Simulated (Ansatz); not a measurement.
`CC[O][Ti]([F])([F])[F]` + `C[SiH](F)F` → `[F][Ti]([F])([F])[F]` + `CCO[SiH](C)F`  (redistribution)

Calculated with Ansatz (gas phase, PBE0-D4/def2-TZVP geometries, no zero-point term in ΔE). CBS: MP2 limit from def2 TZ/QZ plus the TZ coupled-cluster correction, frozen cores. Functionals use def2-TZVPP. B3LYP here is the variant with VWN-RPA as its local correlation; programs differ in this. For Ti outer-core shells are correlated without core-valence functions, which leaves a few kJ/mol of doubt a bond. Scalar relativity is left out up to krypton. One conformer a species, not always the lowest.

`CC[O][Ti]([F])([F])[F]`:

Cartesian coordinates in Å:
```
C -0.067 -1.297 -1.217
C 0.638 -0.986 0.081
O 0.244 0.264 0.585
Ti -0.394 1.823 0.999
F -1.249 1.717 2.531
F -1.506 2.342 -0.258
F 0.924 2.979 1.130
H 0.165 -0.546 -1.974
H 0.256 -2.272 -1.588
H -1.149 -1.323 -1.075
H 1.724 -0.963 -0.056
H 0.411 -1.739 0.842
```

`C[SiH](F)F`:

Z-matrix (Å, degrees):
```
C
Si 1 1.840
H 1 1.092 2 110.7
H 1 1.093 2 110.6 3 -120.1
H 1 1.093 2 110.6 3 120.1
F 2 1.591 1 109.8 3 58.6
F 2 1.591 1 109.8 3 -58.5
H 2 1.477 1 114.8 3 -179.9
```

`[F][Ti]([F])([F])[F]`:

Z-matrix (Å, degrees):
```
Ti
F 1 1.739
F 1 1.739 2 109.5
F 1 1.739 2 109.5 3 -120.0
F 1 1.740 2 109.5 3 120.0
```

`CCO[SiH](C)F`:

```xyz
15

C     0.182   -2.491   -0.328
C    -0.330   -1.142    0.111
O     0.071   -0.162   -0.831
Si   -0.190    1.441   -0.717
C     0.409    2.165    0.878
F    -1.764    1.734   -0.805
H     1.271   -2.486   -0.392
H    -0.121   -3.262    0.385
H    -0.219   -2.750   -1.310
H     0.066   -0.892    1.103
H    -1.423   -1.155    0.185
H     0.443    2.035   -1.913
H     1.480    1.986    1.008
H    -0.117    1.736    1.734
H     0.241    3.245    0.891
```

(1) Is it downhill or uphill in electronic energy at CCSD(T)/CBS, and by how much? (Best estimate.)

(2) What do these levels give: PBE-D4, B3LYP-D4, ωB97X-V, ωB97M-V, HF/def2-TZVPP, MP2/def2-TZVPP, SCS-MP2/def2-TZVPP, CCSD/def2-TZVPP, CCSD(T)/def2-TZVPP, HF/def2-QZVPP, MP2/def2-QZVPP, SCS-MP2/def2-QZVPP? (An estimate is asked.)

Largest T1 diagnostic among the species: 0.023, so the coupled-cluster value is less sure than usual.

Answers

(1) Ansatz gave: Uphill: ΔE = +32.0 kJ/mol.

(2) Computed: PBE-D4 19.6, B3LYP-D4 24.9, ωB97X-V 17.6, ωB97M-V 19.0, HF/def2-TZVPP 27.0, MP2/def2-TZVPP 32.0, SCS-MP2/def2-TZVPP 30.0, CCSD/def2-TZVPP 27.2, CCSD(T)/def2-TZVPP 28.9, HF/def2-QZVPP 26.3, MP2/def2-QZVPP 33.5, SCS-MP2/def2-QZVPP 31.2 kJ/mol.
